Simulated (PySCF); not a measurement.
CHI₂, SMILES I[CH]I, multiplicity 2.

Coordinates come from a r2SCAN-D4/def2-SVP optimisation. The isomer is the one that the SMILES or the coordinates give; other isomers of the formula were not compared. The def2 effective core potentials stand for the cores of I; spin–orbit coupling is left out.

All values below come from M06-2X/def2-TZVPD run with PySCF.

The molecule is in vacuum.

Computed frontier levels, dipole moment and polarisability:
```yaml
"α spin, highest occupied and lowest empty level": -7.17 and -1.23 eV
"β spin, highest occupied and lowest empty level": -8.80 and -1.73 eV
dipole_moment: 0.49 D
quadrupole, principal values (traceless, Buckingham form, about the centre of nuclear charge): -4.17, 1.26, 2.91 D·Å
mean_static_polarisability: 83.1 bohr³ (12.31 Å³)
polarisability_principal_values: 62.7, 68.5, 118.0 bohr³
"⟨S²⟩": 0.760 (pure state 0.75)
```
